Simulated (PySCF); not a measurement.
# Magnesium: highly charged ions in a basis for the neutral atom

Mg¹⁰⁺ 1s2, Mg¹¹⁺ 1s1. All numbers are calculated (PySCF 2.14, scalar relativity by spin-free X2C-1e, in cc-pVDZ-DK (4s3p1d, 18 functions)). No spin-orbit coupling, so a gap to NIST mixes the basis error with missing relativistic terms.

Changed run: basis of the neutral atom used for a highly charged ion. This setting is unsound on purpose.

```csv
species,method,sound run (hartree),changed run (hartree),converged
Mg¹⁰⁺,UHF,not run,-136.84765,yes
Mg¹⁰⁺,M06-2X,not run,-136.88945,yes
Mg¹⁰⁺,LDA,not run,-136.03463,yes
Mg¹¹⁺,UHF,not run,-72.06698,yes
Mg¹¹⁺,M06-2X,not run,-72.05003,yes
Mg¹¹⁺,LDA,not run,-71.60176,yes
```

Ionisation energy of Mg¹⁰⁺:

```json
{"method": "UHF", "changed run (eV)": "1762.8", "NIST (eV)": "1761.8"}
{"method": "M06-2X", "changed run (eV)": "1764.4", "NIST (eV)": "1761.8"}
{"method": "LDA", "changed run (eV)": "1753.3", "NIST (eV)": "1761.8"}
```

The contracted functions were made for the neutral atom and can be too rigid for a highly charged ion.
